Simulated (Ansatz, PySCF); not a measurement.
This PySCF input computes a CAM-B3LYP/def2-TZVPD energy:

```python
from pyscf import gto, scf, dft

mol = gto.M(
    atom='''
    B    -0.16345875   -0.05824432    0.01098435
    Cl    0.07314747    1.62936405    0.07083273
    Cl    1.01266748   -1.28061557   -0.14560156
    N    -1.65577316   -0.53434984    0.11389600
    H    -2.22045636   -0.13334527   -0.64321477
    H    -2.08332511   -0.21044242    0.98863700
    H    -1.74736665   -1.55326598    0.07345409
    ''',
    basis='def2-tzvpd',
    charge=1,
    spin=0,
    verbose=4,
)

mf = dft.RKS(mol, xc='camb3lyp').density_fit(auxbasis='def2-universal-jkfit')
mf.grids.level = 3
mf.conv_tol = 1e-9
mf.max_cycle = 100
mf.max_memory = 1500
mf.kernel()
if not mf.converged:
    mf = mf.newton()
    mf.kernel(mf.make_rdm1())
mf.analyze()
```

Write an input for the same energy in Ansatz (an electronic-structure program) and say what it gives.


Ansatz 0.2 input:
```yaml
crystal:
  periodic: [false, false, false]
  atoms:
    - {symbol: B, position_ang: [-0.16345875, -0.05824432, 0.01098435]}
    - {symbol: Cl, position_ang: [0.07314747, 1.62936405, 0.07083273]}
    - {symbol: Cl, position_ang: [1.01266748, -1.28061557, -0.14560156]}
    - {symbol: N, position_ang: [-1.65577316, -0.53434984, 0.11389600]}
    - {symbol: H, position_ang: [-2.22045636, -0.13334527, -0.64321477]}
    - {symbol: H, position_ang: [-2.08332511, -0.21044242, 0.98863700]}
    - {symbol: H, position_ang: [-1.74736665, -1.55326598, 0.07345409]}
basis:
  gaussian:
    orbitals: def2-TZVPD
hamiltonian:
  xc: {name: CAM-B3LYP}
total_charge: 1
output: {forces: true}
```
It gives -1001.69027 Eh, and PySCF -1001.69034 Eh, a difference of 0.07 mEh, from the treatment of integrals and grids.

It need not be the lowest isomer of its formula.
